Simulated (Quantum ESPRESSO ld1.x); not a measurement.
The numbers below are computed, except where a source is named.
Task: These are the eigenvalues of the occupied orbitals of an atom or ion with whole-number occupations (eV). Level of theory: scalar-relativistic Kohn-Sham, BLYP, spin-unpolarised, spherical densities, point nucleus (ld1.x of Quantum ESPRESSO 7.5).

| orbital | eigenvalue |
|---|---|
| 1s | -677.915 |
| 2s | -40.2825 |
| 2p | -21.3829 |
| 3s | -2.4078 |

Which element is it, and in what charge state? The configuration may be excited.

Result: Z = 9, fluorine, charge 0: F in [He] 2s2 2p4 3s1. The list shows which subshells hold electrons but not how many an open one holds; the 1s level, -24.913 hartree, gives Z - s = 7.1 by -(Z - s)^2/2, which with screening and relativity narrows Z to a few neighbours, and the depths of the outer levels then fix element, charge and occupations together.
